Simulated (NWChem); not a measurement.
System: HfCl₃, doublet; SMILES [Cl][Hf]([Cl])[Cl]

Excerpt of the output:

```
             Northwest Computational Chemistry Package (NWChem) 7.3.0
             --------------------------------------------------------

 C3H symmetry detected

                             Geometry "geometry" -> ""
                             -------------------------

 Output coordinates in angstroms (scale by  1.889725989 to convert to a.u.)

  No.       Tag          Charge          X              Y              Z
 ---- ---------------- ---------- -------------- -------------- --------------
    1 Hf                  72.0000     0.00000000    -0.00000000     0.00000000
    2 Cl                  17.0000     1.83751808    -1.44159445     0.00000000
    3 Cl                  17.0000    -2.16721646    -0.87054011     0.00000000
    4 Cl                  17.0000     0.32969838     2.31213456     0.00000000

 Effective nuclear repulsion energy (a.u.)     945.4093708282

      Symmetry information
      --------------------

 Group name             C3h
 Group number             22
 Group order               6
 No. of unique centers     2

                                 NWChem DFT Module
                                 -----------------

 Summary of "ao basis" -> "ao basis" (spherical)
 ------------------------------------------------------------------------------
       Tag                 Description            Shells   Functions and Types
 ---------------- ------------------------------  ------  ---------------------
 Hf                         def2-svp                12       32   6s3p2d1f
 Cl                         def2-svp                 8       18   4s3p1d

      Symmetry analysis of basis
      --------------------------

        a'         23
        e'+        19
        e'-        19
        a"          9
        e"+         8
        e"-         8

  Rotation of axis

            General Information
            -------------------
          SCF calculation type: DFT
          Wavefunction type:  spin polarized.
          No. of atoms     :     4
          No. of electrons :    63
           Alpha electrons :    32
            Beta electrons :    31
          Charge           :     0
          Spin multiplicity:     2
          Use of symmetry is: on ; symmetry adaption is: on
          Maximum number of iterations: 150
          AO basis - number of functions:    86
                     number of shells:    36
          Convergence on energy requested:  1.00D-06
          Convergence on density requested:  1.00D-05
          Convergence on gradient requested:  5.00D-04

              XC Information
              --------------
                         B3LYP Method XC Potential
                     Hartree-Fock (Exact) Exchange  0.200
                        Slater Exchange Functional  0.800 local
                    Becke 1988 Exchange Functional  0.720 non-local
              Lee-Yang-Parr Correlation Functional  0.810
                  VWN I RPA Correlation Functional  0.190 local

             Grid Information
             ----------------
          Grid used for XC integration:  fine
          Radial quadrature: Mura-Knowles
          Angular quadrature: Lebedev.
          Tag              B.-S. Rad. Rad. Pts. Rad. Cut. Ang. Pts.
          ---              ---------- --------- --------- ---------
          Hf                  1.55      141          10.0       974
          Cl                  1.00      123          10.0       770
          Grid pruning is: on
          Number of quadrature shells:   264
          Spatial weights used:  Erf1

      Superposition of Atomic Density Guess
      -------------------------------------

 Sum of atomic energies:       -1429.90879789

      Non-variational initial energy
      ------------------------------

 Total energy =   -1425.528195
 1-e energy   =   -2486.013050
 2-e energy   =     808.403037
 HOMO         =      -0.082877
 LUMO         =       0.063505

   Symmetry analysis of molecular orbitals - initial alpha
   -------------------------------------------------------

  Numbering of irreducible representations:

     1 a'          2 e'+         3 e'-         4 a"          5 e"+
     6 e"-

  Orbital symmetries:

     1 a'          2 e'+         3 e'+         4 a'          5 e'+
     6 e'+         7 a'          8 e'+         9 e'+        10 e'+
    11 e'+        12 e"+        13 e"+        14 a"         15 a'
    16 a'         17 e'+        18 e'+        19 a"         20 a'
    21 e'+        22 e'+        23 a'         24 e'+        25 e'+
    26 e"+        27 e"+        28 a"         29 e'+        30 e'+
    31 a'         32 a'         33 e"+        34 e"+        35 a"
    36 e'+        37 e'+        38 a'         39 e'+        40 e'+
    41 a'         42 a'

   Symmetry analysis of molecular orbitals - initial beta
   ------------------------------------------------------

  Numbering of irreducible representations:

     1 a'          2 e'+         3 e'-         4 a"          5 e"+
     6 e"-

  Orbital symmetries:

     1 a'          2 e'+         3 e'+         4 a'          5 e'+
     6 e'+         7 a'          8 e'+         9 e'+        10 e'+
    11 e'+        12 e"+        13 e"+        14 a"         15 a'
    16 a'         17 e'+        18 e'+        19 a"         20 a'
    21 e'+        22 e'+        23 a'         24 e'+        25 e'+
    26 e"+        27 e"+        28 a"         29 e'+        30 e'+
    31 a'         32 a'         33 e"+        34 e"+        35 a"
    36 e'+        37 e'+        38 a'         39 e'+        40 e'+
    41 a'         42 a'

     ---------------------------------------------
      Total Density - Mulliken Population Analysis
     ---------------------------------------------

    Atom       Charge   Shell Charges
 -----------   ------   -------------------------------------------------------
    1 Hf  12    10.33   0.03 -0.30  1.74  0.51  0.48  0.61  5.46  0.60  0.10  0.71  0.30  0.07
    2 Cl  17    17.56   2.00  1.99  1.24  0.71  5.94  2.23  3.44  0.01
    3 Cl  17    17.56   2.00  1.99  1.24  0.71  5.94  2.23  3.44  0.01
    4 Cl  17    17.56   2.00  1.99  1.24  0.71  5.94  2.23  3.44  0.01

     --------------------------------------------
      Spin Density - Mulliken Population Analysis
     --------------------------------------------

    Atom       Charge   Shell Charges
 -----------   ------   -------------------------------------------------------
    1 Hf  12     0.96   0.00 -0.00  0.01 -0.02  0.12  0.56 -0.00 -0.00 -0.00  0.20  0.08  0.01
    2 Cl  17     0.01   0.00  0.00  0.01 -0.01  0.00  0.01  0.00  0.00
    3 Cl  17     0.01   0.00  0.00  0.01 -0.01  0.00  0.01  0.00  0.00
    4 Cl  17     0.01   0.00  0.00  0.01 -0.01  0.00  0.01  0.00  0.00

   convergence    iter        energy       DeltaE   RMS-Dens  Diis-err
 ---------------- ----- ----------------- --------- --------- ---------
 d= 0,ls=0.0,diis     1  -1428.2257711589 -1.68D+03  2.59D-02  3.10D-01
                                                     1.89D-02  2.65D-01
 d= 0,ls=0.0,diis     2  -1426.3512027190  1.87D+00  1.47D-02  3.97D+00
                                                     1.34D-02  3.89D+00
 d= 0,ls=0.0,diis     3  -1428.4408829868 -2.09D+00  1.48D-03  1.44D-02
                                                     1.36D-03  1.41D-02
 d= 0,ls=0.0,diis     4  -1428.4504329185 -9.55D-03  3.61D-04  6.19D-04
                                                     2.38D-04  7.02D-04
 d= 0,ls=0.0,diis     5  -1428.4508034300 -3.71D-04  1.77D-04  2.71D-05
                                                     9.65D-05  2.68D-05
  Resetting Diis
 d= 0,ls=0.0,diis     6  -1428.4508339468 -3.05D-05  2.56D-05  3.83D-07
                                                     8.63D-06  2.75D-07
 d= 0,ls=0.0,diis     7  -1428.4508344200 -4.73D-07  5.59D-06  4.99D-08
                                                     4.66D-06  4.53D-08

         Total DFT energy =    -1428.450834419966
      One electron energy =    -2487.949963229513
           Coulomb energy =      898.219619174436
    Exchange-Corr. energy =      -90.802308259666
 Nuclear repulsion energy =      252.081817894777

 Numeric. integr. density =       63.000000098787

                  Occupations of the irreducible representations
                  ----------------------------------------------

                     irrep           alpha         beta
                     --------     --------     --------
                     a'                9.0          8.0
                     e'+              16.0         16.0
                     e'-               0.0          0.0
                     a"                3.0          3.0
                     e"+               4.0          4.0
                     e"-               0.0          0.0

                    DFT Final Alpha Molecular Orbital Analysis
                    ------------------------------------------

 Vector   30  Occ=1.000000D+00  E=-3.488626D-01  Symmetry=a"
              MO Center= -1.3D-14, -1.9D-13,  4.3D-22, r^2= 6.4D+00
   Bfn.  Coefficient  Atom+Function         Bfn.  Coefficient  Atom+Function
  ----- ------------  ---------------      ----- ------------  ---------------
    45      0.355505  2 Cl pz                63      0.355505  3 Cl pz
    81      0.355505  4 Cl pz                42      0.268165  2 Cl pz
    60      0.268165  3 Cl pz                78      0.268165  4 Cl pz
    39      0.156037  2 Cl pz                57      0.156037  3 Cl pz
    75      0.156037  4 Cl pz                 9     -0.122836  1 Hf pz

 Vector   31  Occ=1.000000D+00  E=-3.398381D-01  Symmetry=a'
              MO Center= -2.0D-13, -2.2D-14, -3.2D-21, r^2= 6.4D+00
   Bfn.  Coefficient  Atom+Function         Bfn.  Coefficient  Atom+Function
  ----- ------------  ---------------      ----- ------------  ---------------
    79      0.372407  4 Cl px                62      0.349066  3 Cl py
    44     -0.295962  2 Cl py                76      0.275884  4 Cl px
    59      0.258592  3 Cl py                43     -0.232194  2 Cl px
    41     -0.219252  2 Cl py                40     -0.172011  2 Cl px
    73      0.160452  4 Cl px                56      0.150396  3 Cl py

 Vector   32  Occ=1.000000D+00  E=-2.201999D-01  Symmetry=a'
              MO Center=  8.3D-16,  3.4D-15, -9.4D-18, r^2= 2.5D+00
   Bfn.  Coefficient  Atom+Function         Bfn.  Coefficient  Atom+Function
  ----- ------------  ---------------      ----- ------------  ---------------
    18      0.711936  1 Hf d  0               5      0.514032  1 Hf s
     3     -0.312785  1 Hf s                  6      0.238254  1 Hf s
     2      0.183957  1 Hf s                 23      0.172273  1 Hf d  0
     4     -0.143315  1 Hf s                  1     -0.079825  1 Hf s
    35     -0.049550  2 Cl s                 53     -0.049550  3 Cl s

 Vector   33  Occ=0.000000D+00  E=-8.813289D-02  Symmetry=e"+
              MO Center=  1.3D-01,  3.2D-02, -2.0D-16, r^2= 2.5D+00
   Bfn.  Coefficient  Atom+Function         Bfn.  Coefficient  Atom+Function
  ----- ------------  ---------------      ----- ------------  ---------------
    17      0.791843  1 Hf d -1              19      0.379467  1 Hf d  1
    45      0.260454  2 Cl pz                81     -0.241608  4 Cl pz
    22      0.200598  1 Hf d -1              42      0.144282  2 Cl pz
    78     -0.133842  4 Cl pz                24      0.096131  1 Hf d  1
    39      0.082926  2 Cl pz                75     -0.076925  4 Cl pz

 Vector   34  Occ=0.000000D+00  E=-8.813289D-02  Symmetry=e"+
              MO Center= -1.3D-01, -3.2D-02, -7.6D-17, r^2= 2.5D+00
   Bfn.  Coefficient  Atom+Function         Bfn.  Coefficient  Atom+Function
  ----- ------------  ---------------      ----- ------------  ---------------
    19      0.791843  1 Hf d  1              17     -0.379467  1 Hf d -1
    63     -0.289866  3 Cl pz                24      0.200598  1 Hf d  1
    60     -0.160575  3 Cl pz                81      0.161254  4 Cl pz
    45      0.128611  2 Cl pz                22     -0.096131  1 Hf d -1
    57     -0.092290  3 Cl pz                78      0.089329  4 Cl pz

 Vector   35  Occ=0.000000D+00  E=-4.412723D-02  Symmetry=e'+
              MO Center= -1.5D-01,  2.5D-01, -2.5D-15, r^2= 3.3D+00
   Bfn.  Coefficient  Atom+Function         Bfn.  Coefficient  Atom+Function
  ----- ------------  ---------------      ----- ------------  ---------------
    16      0.865913  1 Hf d -2              79     -0.276727  4 Cl px
    43     -0.270792  2 Cl px                61     -0.271971  3 Cl px
    21      0.257551  1 Hf d -2              36      0.219745  2 Cl s
    13      0.187781  1 Hf px                76     -0.158555  4 Cl px
    54     -0.147103  3 Cl s                  7     -0.145761  1 Hf px

                     DFT Final Beta Molecular Orbital Analysis
                     -----------------------------------------

 Vector   29  Occ=1.000000D+00  E=-3.532768D-01  Symmetry=e'+
              MO Center=  5.6D-01, -4.5D-02,  1.0D-15, r^2= 6.1D+00
   Bfn.  Coefficient  Atom+Function         Bfn.  Coefficient  Atom+Function
  ----- ------------  ---------------      ----- ------------  ---------------
    44      0.358160  2 Cl py                61     -0.290039  3 Cl px
    41      0.281866  2 Cl py                79      0.267460  4 Cl px
    80     -0.233585  4 Cl py                76      0.218555  4 Cl px
    58     -0.201589  3 Cl px                43      0.177394  2 Cl px
    77     -0.164087  4 Cl py                38      0.163110  2 Cl py

 Vector   30  Occ=1.000000D+00  E=-3.493725D-01  Symmetry=a"
              MO Center=  3.4D-12,  8.9D-13,  5.3D-17, r^2= 6.4D+00
   Bfn.  Coefficient  Atom+Function         Bfn.  Coefficient  Atom+Function
  ----- ------------  ---------------      ----- ------------  ---------------
    45      0.357184  2 Cl pz                63      0.357184  3 Cl pz
    81      0.357184  4 Cl pz                42      0.269471  2 Cl pz
    60      0.269471  3 Cl pz                78      0.269471  4 Cl pz
    39      0.156715  2 Cl pz                57      0.156715  3 Cl pz
    75      0.156715  4 Cl pz                 9     -0.114687  1 Hf pz

 Vector   31  Occ=1.000000D+00  E=-3.401935D-01  Symmetry=a'
              MO Center= -1.2D-13, -4.2D-14,  4.0D-22, r^2= 6.4D+00
   Bfn.  Coefficient  Atom+Function         Bfn.  Coefficient  Atom+Function
  ----- ------------  ---------------      ----- ------------  ---------------
    79      0.372441  4 Cl px                62      0.349099  3 Cl py
    44     -0.295989  2 Cl py                76      0.275909  4 Cl px
    59      0.258617  3 Cl py                43     -0.232215  2 Cl px
    41     -0.219273  2 Cl py                40     -0.172028  2 Cl px
    73      0.160466  4 Cl px                56      0.150408  3 Cl py

 Vector   32  Occ=0.000000D+00  E=-1.085917D-01  Symmetry=a'
              MO Center=  1.8D-16,  5.9D-15, -6.4D-18, r^2= 3.6D+00
   Bfn.  Coefficient  Atom+Function         Bfn.  Coefficient  Atom+Function
  ----- ------------  ---------------      ----- ------------  ---------------
    18      0.598085  1 Hf d  0               6      0.574822  1 Hf s
     5      0.300508  1 Hf s                  3     -0.288160  1 Hf s
    23      0.176890  1 Hf d  0               2      0.170729  1 Hf s
     4     -0.128597  1 Hf s                 35     -0.082012  2 Cl s
    53     -0.082012  3 Cl s                 71     -0.082012  4 Cl s

[...]

                         DFT ENERGY GRADIENTS

    atom               coordinates                        gradient
                 x          y          z           x          y          z
   1 Hf      0.000000  -0.000000   0.000000    0.000000  -0.000000   0.000000
   2 Cl      3.472406  -2.724219   0.000000   -0.003637   0.002852   0.000000
   3 Cl     -4.095445  -1.645082   0.000000    0.004289   0.001724   0.000000
   4 Cl      0.623040   4.369301   0.000000   -0.000652  -0.004576   0.000000
```

Level: B3LYP/def2-SVP with def2 effective core potentials on Hf, spin-unrestricted. In the optimisation the excess spin sits in a (C3, its own frame). All runs use the structure optimised with PBE0/def2-SVP, spin-unrestricted. The spin multiplicity was typed, not searched, and may not be the lowest. No stability test was run on the SCF state. def2 effective core potentials on Hf; no spin-orbit coupling.

Q: Reconstruct the input file.

A: This is not unique; one that fits is the input that was run:
```
start job
memory heap 200 mb stack 900 mb global 1100 mb
geometry units angstroms noautoz
  Hf     0.000000     0.000000    -0.031327
  Cl     0.607002     2.255264    -0.031232
  Cl     1.649615    -1.653311    -0.031232
  Cl    -2.256617    -0.601953    -0.031232
end
basis spherical
  * library def2-svp
end
ecp
  Hf library def2-ecp
end
dft
  odft
  mult 2
  xc b3lyp
  grid fine
  iterations 150
  mulliken
end
task dft gradient
```
